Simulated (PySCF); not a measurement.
A side-by-side comparison of computed properties.

First species: C4H12FNSi2.
Z-matrix (Å and degrees, PBE0-D3(BJ)/def2-SVP geometry), rows numbered from 1:
```
C 
N   1  1.4430
Si  2  1.7343  1  123.50
C   3  1.9018  2  110.18  1  -171.85
C   4  1.5341  3  110.55  2  -145.67
C   5  1.5231  4  111.63  3    50.32
F   6  1.3967  5  108.26  4    60.55
Si  6  1.9330  5  108.11  4   -55.47
H   1  1.1019  2  109.75  3    36.49
H   1  1.1031  2  111.20  3   154.30
H   1  1.1081  2  114.28  3   -83.68
H   2  1.0151  1  113.52  3   149.54
H   3  1.4981  2  107.21  1   -48.14
H   4  1.1008  3  111.77  2    89.27
H   4  1.1034  3  107.05  2   -27.36
H   5  1.1040  4  110.81  3   172.68
H   5  1.1054  4  110.62  3   -69.69
H   6  1.1032  5  110.83  4   178.40
H   8  1.4938  3  119.43  2    -5.03
H   8  1.4998  3  115.24  2  -137.90
```

Second species: C₅H₄Cl₂O₂.
Numbering: `[CH3:1][O:2][C:3](=[O:4])[C:5]#[C:6][CH:7]([Cl:8])[Cl:9]` (hydrogens: H10, H11, H12 on C1; H13 on C7)

Levels: PBE0/def2-SVPD for HOMO energy, LUMO energy, HOMO–LUMO gap and static isotropic polarisability; TDDFT PBE0/def2-SVPD for lowest singlet excitation; TDA PBE0/def2-SVPD for lowest triplet excitation (Tamm–Dancoff); ΔSCF PBE0/def2-SVPD for vertical ionisation energy. Geometries: PBE0-D3(BJ)/def2-SVP. Each structure is a single optimised conformer of the isolated species, non-relativistic unless stated; the electronic structure was computed with PySCF and density fitting.

Dipoles, sizes and rotational constants follow the conformer. The torsions of the flexible species, by atom-mapped SMILES:
- `[CH3:1][O:2][C:3](=[O:4])[C:5]#[C:6][CH:7]([Cl:8])[Cl:9]`: C1–O2–C3–O4 0°

The conformers of `CN[Si@@H]1CC[C@H](F)[SiH2]1` aren't listed.

Values for the first species:

* HOMO energy: -6.36 eV
* LUMO energy: -0.04 eV
* HOMO–LUMO gap: 6.32 eV
* Lowest singlet excitation: 5.08 eV
* Lowest triplet excitation (Tamm–Dancoff): 4.60 eV
* Static isotropic polarisability: 112.4 au
* Vertical ionisation energy: 8.06 eV

Task: Estimate the same properties for the second species, and the change in each.

Result: 
```
                                property     first    second  second less first
                             HOMO energy  -6.36 eV  -8.59 eV           -2.23 eV
                             LUMO energy  -0.04 eV  -2.08 eV           -2.04 eV
                           HOMO–LUMO gap   6.32 eV   6.51 eV           +0.19 eV
               lowest singlet excitation   5.08 eV   4.68 eV           -0.40 eV
lowest triplet excitation (Tamm–Dancoff)   4.60 eV   4.24 eV           -0.36 eV
         static isotropic polarisability  112.4 au  100.4 au           -12.0 au
              vertical ionisation energy   8.06 eV  10.41 eV           +2.35 eV
```

On the first: The vertical singlet–triplet gap S1 − T1 is 0.48 eV (TDDFT singlet less Tamm–Dancoff triplet; S1: HOMO→LUMO, weight 0.97; T1: HOMO→LUMO, weight 0.91). The ΔSCF ionisation energy exceeds −ε(HOMO) by 1.70 eV with PBE0.

On the second: The polarisability is 14.88 Å³ as a volume (1 au = 0.148185 Å³), or 1.20 au for each of the 84 electrons. The principal polarisabilities are 77.0, 84.4 and 139.9 au; their mean is the isotropic value.
